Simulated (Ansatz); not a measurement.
The cluster Sn2F4 (the lowest singlet isomer of a short search). Total charge 0; singlet. Geometry PBE0-D4/def2-SVP, basis def2-TZVP, Ansatz.

Cartesian coordinates in Å:
```
Sn -0.0461 -0.9957 1.4004
Sn 0.0414 1.0106 -1.4067
F -1.0849 -0.5308 -0.4223
F 1.0952 0.5262 0.4008
F 0.9764 -2.3494 0.4314
F -0.9819 2.3391 -0.4036
```

| run | HOMO (eV) | LUMO (eV) |
| --- | --- | --- |
| A | -8.30 | -2.09 |
| B | -7.13 | -2.80 |
| C | -7.46 | -2.63 |
| D | -10.43 | -0.39 |
| E | -7.03 | -2.68 |

In the def2 sets Sn takes a core potential; there is no spin–orbit coupling. The structure comes from a short search, and lower isomers may exist.

Question: The runs used PBE, PBE0, r2SCAN, revPBE, ωB97M-V. Estimate which is which.

Answer: A PBE0 (25 % exact exchange); B PBE (0 % exact exchange); C r2SCAN (0 % exact exchange); D ωB97M-V (range-separated); E revPBE (0 % exact exchange). Exact exchange lowers occupied and raises empty levels; among semilocal functionals meta-GGAs tend to open the gap a little, and such runs are hard to tell apart. The gap grows from 4.32 eV (PBE) to 10.05 eV (ωB97M-V).
